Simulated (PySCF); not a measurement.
Predicted microwave data (PBE0/def2-SVPD in PySCF (dipole) on a GFN2-xTB geometry, gas phase) for one isomer of C7H9N:

| Item | Value |
| --- | --- |
| Rotational constants | A = 4684, B = 1552, C = 1287 MHz |
| Dipole components | \|μa\| = 0.60 D, \|μb\| = 1.73 D, \|μc\| = 0.19 D |
| Inertial defect | -40.69 u·Å² |
| κ | -0.84 |

**Question.** Which structure is it? (One computed conformer of each.)
A. `[CH3:1][CH2:2][c:3]1[cH:4][cH:5][cH:6][cH:7][n:8]1` with C1–C2–C3–C4 -85° (2-ethylpyridine)
B. `[CH2:1]=[N:2][C@@:3]12[C@H:4]3[CH2:5][C@@H:6]1[C@@H:7]2[CH2:8]3` with C1–N2–C3–C4 0°
C. `[H]\[N:8]=[CH:7]/[CH:6]=[CH:5]/[CH:4]=[CH:3]/[CH:2]=[CH2:1]` with C1–C2–C3–C4 180°, C3–C4–C5–C6 180°, C5–C6–C7–N8 180°
D. `[CH3:1][C:2]1=[CH:3][CH2:4][C@H:5]([C:6]#[N:7])[CH2:8]1` with C2–C3–C4–C5 -9°, C3–C4–C5–C6 136°, C4–C5–C8–C2 -14°, C1–C2–C8–C5 -172°

**Answer.** A. It is CCc1ccccn1, an asymmetric top, point group C1. The candidates at the same level (rigid rotor, commonest isotopes):

```tsv
SMILES	A (MHz)	B (MHz)	C (MHz)	μa (D)	μb (D)	μc (D)	Δ (u·Å²)	point group	rotor
CCc1ccccn1	4684	1552	1287	0.60	1.73	0.19	-40.69	C1	asymmetric top
[H]\N=C/C=C/C=C/C=C	20354	575.8	560.0	3.49	0.69	0.00	0.00	Cs	near-prolate asymmetric top
C=N[C@@]12[C@H]3C[C@@H]1[C@@H]2C3	4143	1852	1811	0.57	0.00	1.19	-115.77	Cs	near-prolate asymmetric top
CC1=CC[C@H](C#N)C1	4889	1316	1119	4.08	0.80	1.46	-36.06	C1	asymmetric top
```

`C=N[C@@]12[C@H]3C[C@@H]1[C@@H]2C3` has C 41 % too high; `CC1=CC[C@H](C#N)C1` has B 15 % too low; `[H]\N=C/C=C/C=C/C=C` has A 335 % too high. No structure here is proved a minimum.
